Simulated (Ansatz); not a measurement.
Cost and result for the atomization energy of CH8AlGeN (`[NH2][AlH][CH2][GeH3]`) (12 atoms, 11 bonds).

```xyz
12

N     2.071    0.257   -0.728
Al    0.835    1.249    0.055
C    -1.014    0.636   -0.006
Ge   -1.240   -1.247    0.457
H     1.902   -0.617   -1.199
H     3.052    0.483   -0.757
H     1.313    2.576    0.779
H    -1.411    0.765   -1.020
H    -1.643    1.234    0.660
H    -0.450   -2.131   -0.529
H    -0.699   -1.521    1.875
H    -2.718   -1.684    0.412
```

Total charge 0; spin multiplicity 1. Correlated methods include outer-core shells of Ge, which these sets cover unevenly. Scalar relativity is left out up to krypton. All single points use the PBE0-D4/def2-TZVP geometry. It is one conformer, not always the lowest. Program: Ansatz. All runs use 4 threads of an Arm Neoverse V2 on a shared host. Times are those of one run each, without the atoms' runs, and a repeat can differ threefold. Electronic energies, without spin–orbit coupling; frozen cores. CCSD(T)/CBS adds CCSD(T) − MP2 in def2-TZVPP to the MP2 limit, and its time is that of the two runs behind it. T1 = 0.011. With those shells the extrapolation isn't a true limit. B3LYP takes the VWN-RPA correlation (the form of Gaussian; ORCA's B3LYP/G).

CCSD(T)/CBS is a level of theory with its own doubt, some kJ/mol a heavy atom from the limit and from the frozen cores, so smaller differences don't rank the functionals.

```json
{"level": "PBE-D4/def2-TZVPP (with forces)", "functions": "264", "wall time": "2.7 s", "atomization (kJ/mol)": "3803.1", "difference from CCSD(T)/CBS": "-13.0", "per bond": "-1.2"}
{"level": "PBE0-D4/def2-TZVPP", "functions": "264", "wall time": "3.5 s", "atomization (kJ/mol)": "3768.2", "difference from CCSD(T)/CBS": "-47.9", "per bond": "-4.4"}
{"level": "r2SCAN-D4/def2-TZVPP (with forces)", "functions": "264", "wall time": "5.5 s", "atomization (kJ/mol)": "3798.8", "difference from CCSD(T)/CBS": "-17.3", "per bond": "-1.6"}
{"level": "B3LYP-D4/def2-TZVPP (with forces)", "functions": "264", "wall time": "5.5 s", "atomization (kJ/mol)": "3796.9", "difference from CCSD(T)/CBS": "-19.2", "per bond": "-1.7"}
{"level": "B2PLYP/def2-TZVPP", "functions": "264", "wall time": "6 s", "atomization (kJ/mol)": "3754.9", "difference from CCSD(T)/CBS": "-61.2", "per bond": "-5.6"}
{"level": "ωB97X-V/def2-TZVPP", "functions": "264", "wall time": "9 s", "atomization (kJ/mol)": "3822.7", "difference from CCSD(T)/CBS": "6.6", "per bond": "0.6"}
{"level": "ωB97M-V/def2-TZVPP (with forces)", "functions": "264", "wall time": "13 s", "atomization (kJ/mol)": "3802.5", "difference from CCSD(T)/CBS": "-13.6", "per bond": "-1.2"}
{"level": "MP2/def2-QZVPP", "functions": "513", "wall time": "26 s", "atomization (kJ/mol)": "3779.5", "difference from CCSD(T)/CBS": "-36.6", "per bond": "-3.3"}
{"level": "CCSD(T)/def2-TZVPP", "functions": "264", "wall time": "3.4 min", "atomization (kJ/mol)": "3725.0", "difference from CCSD(T)/CBS": "-91.1", "per bond": "-8.3"}
{"level": "CCSD(T)/CBS(def2)", "functions": "–", "wall time": "3.8 min", "atomization (kJ/mol)": "3816.1", "difference from CCSD(T)/CBS": "0.0", "per bond": "0.0"}
```

In def2-TZVPP, CCSD(T) changes the Hartree–Fock value by +954.0 kJ/mol (the triples alone add +44.3 kJ/mol) and MP2 by +954.5 kJ/mol; breaking electron pairs costs correlation energy, which Hartree–Fock lacks. The D4 term adds +37.2 kJ/mol with B3LYP and +19.8 kJ/mol with PBE0; it sums over pairs of atoms, weighted by their polarisabilities, and B3LYP, whose exchange is more repulsive, gets the larger term. From PBE to PBE0 (25 % exact exchange), in def2-TZVPP and without D4, the atomization energy moves by −31.6 kJ/mol: exact exchange takes away binding that semilocal exchange gives to molecules.
